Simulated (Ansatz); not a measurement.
The same path of C₂H₇FOSSi (13 atoms, charge 0, multiplicity 1) was run twice with different band settings. Lost on the way: Si5–H12. Made: S4–H12.

Theory: Ansatz, RKS BHLYP/6-31G*.

Relaxed end points:

```xyz
13
Properties=species:S:1:pos:R:3
C -0.352 -2.385 0.026
C 0.268 -1.014 0.000
F 0.768 -0.774 -1.264
S -0.957 0.268 0.424
Si 0.244 1.984 -0.061
O -0.295 3.284 0.790
H 0.398 -3.120 -0.256
H -1.176 -2.437 -0.678
H -0.719 -2.622 1.019
H 1.106 -0.938 0.683
H 0.178 2.264 -1.505
H 1.622 1.706 0.368
H -1.066 3.748 0.468
```

```xyz
13
Properties=species:S:1:pos:R:3
C -0.154 -2.365 0.167
C 0.328 -1.017 -0.295
F 0.473 -1.025 -1.653
S -0.863 0.345 0.022
Si 0.927 2.432 -0.225
O 0.074 3.453 0.792
H 0.578 -3.116 -0.120
H -1.106 -2.605 -0.295
H -0.267 -2.389 1.247
H 1.279 -0.737 0.143
H 0.203 2.747 -1.533
H -0.792 0.309 1.355
H -0.660 3.932 0.410
```

Common settings: spring 5.0 eV/Å²; optimiser quadratic models (default); start path through a guess of the saddle point; force threshold 0.05 eV/Å; end points relaxed.

| run | movable images | climbing image | iteration limit |
| --- | --- | --- | --- |
| 1 | 7 | yes | 43 |
| 2 | 8 | no | 42 |

What does each run give, and how far can it be trusted?

Run 1: converged after 22 iterations, highest image 3.195 eV above the first end. The profile has 2 maxima (images 1, 4) with wells between them (image 2): this band takes more than one step, which may be the mechanism or a detour left from its start path. Neighbouring images differ by up to 3.1 eV, so the band resolves the path poorly. A vibrational analysis at the climbing image gives one clearly imaginary mode, 1098i cm⁻¹: a first-order saddle point.
Run 2: not converged after 42 iterations, highest image 2.983 eV above the first end. The band didn't meet its force threshold, so its energies are provisional: the largest band force was still 0.26 eV/Å, and over the last iterations the top moved between 2.82 and 3.10 eV.
The orbitals stay closed-shell, which can raise the energy where a bond breaks towards radicals; this wasn't checked here.
